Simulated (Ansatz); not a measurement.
Gas-phase electronic energies from Ansatz, PBE0-D4/def2-TZVP geometries. CCSD(T)/CBS adds triple-zeta CCSD(T) − MP2 to the extrapolated MP2 energy (def2 sets, frozen cores). DFT in def2-TZVPP. B3LYP here is the variant with VWN-RPA as its local correlation; programs differ in this. For Br, Se outer-core shells are correlated without core-valence functions, which leaves a few kJ/mol of doubt a bond. Scalar relativity is left out up to krypton. Each species was taken in one conformer, which may not be the lowest.

Consider the redistribution: `C[SiH]([SiH3])[SeH]` + `O[SiH](Cl)Br` → `O[SiH]([SiH3])[SeH]` + `C[SiH](Cl)Br`.

```csv
level,ΔE (kJ/mol),difference from CCSD(T)/CBS
PBE-D4,5.6,-1.4
PBE0-D4,7.2,0.2
B3LYP-D4,6.5,-0.5
B2PLYP,6.4,-0.6
PBE,4.9,-2.1
r2SCAN,6.7,-0.3
PBE0,6.5,-0.5
B3LYP,5.3,-1.7
HF/def2-TZVPP,8.1,1.1
MP2/def2-TZVPP,8.2,1.2
SCS-MP2/def2-TZVPP,7.8,0.8
CCSD/def2-TZVPP,8.1,1.1
CCSD(T)/def2-TZVPP,8.0,1.0
HF/def2-QZVPP,8.0,1.0
MP2/def2-QZVPP,7.6,0.6
CCSD/CBS(def2),7.1,0.1
CCSD(T)/CBS,7.0,0
```

Largest T1 diagnostic among the species: 0.011.
